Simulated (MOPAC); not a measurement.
A run for MOPAC: AM1 on GaH3O2 (SMILES [OH][GaH][OH]), a point of a torsion scan.

```
AM1 1SCF PRECISE CHARGE=0 THREADS=1
GaH3O2

O     -1.40865499 1    -0.33994067 1     0.11119374 1
Ga    -0.08554092 1     0.37380328 1     0.86606000 1
O      0.02448383 1     2.09357416 1     0.77001142 1
H     -2.02526816 1    -0.74927407 1    -0.48195592 1
H      0.81511090 1    -0.56747089 1     1.61330396 1
H      0.65402392 1     2.71128365 1     1.13137999 1
```

Output:

```
*******************************************************************************
 **                                                                           **
 **                              MOPAC v23.2.5                                **
 **                                                                           **
 *******************************************************************************
 ** MOPAC's Digital Object Identifier: https://doi.org/10.5281/zenodo.6511958 **
 **                                                                           **
 ** Please cite the open-source release paper for use of this MOPAC version:  **
 ** J. E. Moussa and J. J. P. Stewart (2026)                                  **
 ** MOPAC: An open-source semiempirical molecular orbital program             **
 ** J. Open Source Softw., 11(119), 8025, https://doi.org/10.21105/joss.08025 **
 *******************************************************************************

                              AM1 CALCULATION RESULTS

 *******************************************************************************
 *  AM1        - The AM1 Hamiltonian to be used
 *
 *
 *
 *                 CHARGE ON SYSTEM = 0
 *
 *
 *
 *  PRECISE    - TIGHTER CRITERIA TO BE USED
 *  1SCF       - DO 1 SCF AND THEN STOP
 *  THREADS=1  - MULTI-THREADING NOT USED
 *  T=         - A TIME OF 172800.0 SECONDS REQUESTED
 *  DUMP=N     - RESTART FILE WRITTEN EVERY 7200.0 SECONDS REQUESTED
 *******************************************************************************
AM1 1SCF PRECISE CHARGE=0 THREADS=1
 GaH3O2

   ATOM   CHEMICAL          X               Y               Z
  NUMBER   SYMBOL      (ANGSTROMS)     (ANGSTROMS)     (ANGSTROMS)

     1       O         -1.40865499  *  -0.33994067  *   0.11119374  *
     2      Ga         -0.08554092  *   0.37380328  *   0.86606000  *
     3       O          0.02448383  *   2.09357416  *   0.77001142  *
     4       H         -2.02526816  *  -0.74927407  *  -0.48195592  *
     5       H          0.81511090  *  -0.56747089  *   1.61330396  *
     6       H          0.65402392  *   2.71128365  *   1.13137999  *



          CARTESIAN COORDINATES

    NO.       ATOM           X           Y           Z

     1         O         -1.4087     -0.3399      0.1112
     2        Ga         -0.0855      0.3738      0.8661
     3         O          0.0245      2.0936      0.7700
     4         H         -2.0253     -0.7493     -0.4820
     5         H          0.8151     -0.5675      1.6133
     6         H          0.6540      2.7113      1.1314

  H: (AM1): M.J.S. DEWAR ET AL, J. AM. CHEM. SOC. 107 3902-3909 (1985)
  O: (AM1): M.J.S. DEWAR ET AL, J. AM. CHEM. SOC. 107 3902-3909 (1985)
 Ga: (AM1): J. J. P. STEWART, J. MOL. MOD., 10, 155-164 (2004)

           Empirical Formula: H3 O2 Ga  =     6 atoms



      MOLECULAR POINT GROUP   :   C1


      RHF CALCULATION, NO. OF DOUBLY OCCUPIED LEVELS = 9


 -------------------------------------------------------------------------------
 AM1 1SCF PRECISE CHARGE=0 THREADS=1
 GaH3O2



     1SCF WAS SPECIFIED, SO BFGS WAS NOT USED
     SCF FIELD WAS ACHIEVED


                              AM1 CALCULATION
                                                       MOPAC v23.2.5 Linux




          FINAL HEAT OF FORMATION =        -17.12099 KCAL/MOL =     -71.63422 KJ/MOL


          COSMO AREA              =         88.06 SQUARE ANGSTROMS
          COSMO VOLUME            =         68.46 CUBIC ANGSTROMS

          IONIZATION POTENTIAL    =         10.811356 EV
          HOMO LUMO ENERGIES (EV) =        -10.811 -1.466
          NO. OF FILLED LEVELS    =          9
          MOLECULAR WEIGHT        =        104.7575         POINT GROUP:  C1

          MOLECULAR DIMENSIONS (Angstroms)

            Atom       Atom       Distance
            H     6    H     4     4.66443
            H     5    O     3     2.62838
            O     1    H     6     0.14747


          SCF CALCULATIONS        =          1





   ATOM   CHEMICAL          X               Y               Z
  NUMBER   SYMBOL      (ANGSTROMS)     (ANGSTROMS)     (ANGSTROMS)

     1       O         -1.40865499  *  -0.33994067  *   0.11119374  *
     2      Ga         -0.08554092  *   0.37380328  *   0.86606000  *
     3       O          0.02448383  *   2.09357416  *   0.77001142  *
     4       H         -2.02526816  *  -0.74927407  *  -0.48195592  *
     5       H          0.81511090  *  -0.56747089  *   1.61330396  *
     6       H          0.65402392  *   2.71128365  *   1.13137999  *

                             CARTESIAN COORDINATES

   1    O       -1.408654990    -0.339940670     0.111193740
   2   Ga       -0.085540920     0.373803280     0.866060000
   3    O        0.024483830     2.093574160     0.770011420
   4    H       -2.025268160    -0.749274070    -0.481955920
   5    H        0.815110900    -0.567470890     1.613303960
   6    H        0.654023920     2.711283650     1.131379990


           Empirical Formula: H3 O2 Ga  =     6 atoms



      MOLECULAR POINT GROUP   :   C1


                  EIGENVALUES
 -35.92739 -34.54889 -17.65778 -17.12586 -13.90823 -13.72038 -12.75747 -11.28477
 -10.81136  -1.46553  -0.13092   0.14529   0.62242   6.01046   6.32784


              NET ATOMIC CHARGES AND DIPOLE CONTRIBUTIONS

  ATOM NO.   TYPE          CHARGE      No. of ELECS.   s-Pop       p-Pop
    1          O          -0.587154        6.5872     1.78859     4.79856
    2         Ga           0.724065        2.2759     0.24809     2.02785
    3          O          -0.532861        6.5329     1.84162     4.69124
    4          H           0.271683        0.7283     0.72832
    5          H          -0.097343        1.0973     1.09734
    6          H           0.221610        0.7784     0.77839
 DIPOLE           X         Y         Z       TOTAL
 POINT-CHG.     1.285    -0.926     0.549     1.676
 HYBRID         0.007     0.027    -0.126     0.130
 SUM            1.292    -0.899     0.422     1.629


          ATOMIC ORBITAL ELECTRON POPULATIONS

     Atom    s        px        py        pz
    1  O   1.78859   1.50062   1.78181   1.51613
    2 Ga   0.24809   0.65097   0.62999   0.74689
    3  O   1.84162   1.52386   1.51977   1.64761
    4  H   0.72832
    5  H   1.09734
    6  H   0.77839

 **********************
 *                    *
 * JOB ENDED NORMALLY *
 *                    *
 **********************




 == MOPAC DONE ==
```

The run finished.

Cost: very roughly 0.020 core-seconds.
